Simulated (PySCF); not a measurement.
Si(H)(Me)2(SeH) (C2H8SeSi), SMILES C[SiH](C)[SeH]. Coordinates come from a r2SCAN-D4/def2-SVP optimisation. Other conformers were not sampled.

Calculation: r2SCAN-D4/def2-SVP run with PySCF.

Harmonic wavenumbers (cm⁻¹): 138, 162, 165, 186, 187, 219, 369, 573, 611, 658, 692, 765, 766, 854, 881, 894, 1250, 1257, 1420, 1422, 1429, 1436, 2214, 2425, 3030, 3031, 3131, 3132, 3151, 3151. Rotational constants (GHz): 5.282, 1.827, 1.487; symmetry number 1.

Q: Work out the zero-point energy and the ideal-gas rigid-rotor harmonic-oscillator thermochemistry at 298.15 K and 1 atm.

A: ZPE = ½ Σ hcν = ½ × 39600 cm⁻¹ = 56.61 kcal/mol. H − E(el) = 62.07 kcal/mol. Entropy in cal/(mol K): translation 40.70, rotation 27.51, vibration 18.09, total 86.30. G − E(el) = 36.34 kcal/mol. Cp = 28.32 cal/(mol K). Modes under 150 cm⁻¹ make the vibrational entropy uncertain.
